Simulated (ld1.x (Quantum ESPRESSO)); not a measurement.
**Nd (Z = 60): excitation energies, all-electron against PAW**

ld1.x (Quantum ESPRESSO) 7.5 input, shortened:

```
&input
   title='Nd', zed=60., rel=2, dft='PZ', iswitch=3,
   config='[Xe] 4f4 5d0 6s1 6p1', rel_dist='average'
 /
 &inputp
   pseudotype=3, lpaw=.true., tm=.true., lloc=-1, rcloc=3.10,
   nlcc=.true., new_core_ps=.true., rcore=1.15,
   which_augfun='PSQ', rmatch_augfun_nc=.true.
 /
8
5S  1  0   2.00   0.00  1.90  2.00  0.0
6S  2  0   1.00   0.00  1.90  2.00  0.0
5P  2  1   6.00   0.00  2.55  3.20  0.0
6P  3  1   1.00   0.00  2.55  3.20  0.0
4D  3  2  10.00   0.00  1.15  1.25  0.0
5D  4  2   0.00   0.00  1.15  1.25  0.0
4F  4  3   4.00   0.00  1.20  1.40  0.0
4F  4  3   0.00   0.25  1.20  1.40  0.0
 &test
   configts(1)='4d10 4f4 5s2 5p6 5d0 6s1 6p1'
 /
```

Open shells are filled in proportion to 2j + 1 (rel_dist='average').

Energies are relative to the spin-unpolarised reference configuration 4d10 4f4 5s2 5p6 5d0 6s1 6p1; without spin polarisation the order of configurations can differ from experiment. Not all tests gave a result: test run stopped at test 5 of 7 (negative rho).

(1) Give the all-electron excitation energy and the error of the potential for: 4d10 4f4 5s2 5p6 5d0 6s2 6p0; 4d10 4f4 5s2 5p6 5d0 6s1 6p0; 4d10 4f4 5s2 5p6 5d0 6s0 6p0; 4d10 4f4 5s2 5p6 5d0 6s0 6p2.

The ghost test of this file was not conclusive.

Results:

(1)

| valence configuration | charge | ΔE all-electron (eV) | error AE − PS (meV) |
| --- | --- | --- | --- |
| 4d10 4f4 5s2 5p6 5d0 6s2 6p0 | 0 | -2.417 | +6.4 |
| 4d10 4f4 5s2 5p6 5d0 6s1 6p0 | +1 | 3.580 | +7.0 |
| 4d10 4f4 5s2 5p6 5d0 6s0 6p0 | +2 | 14.570 | +13 |
| 4d10 4f4 5s2 5p6 5d0 6s0 6p2 | 0 | 2.565 | +19 |
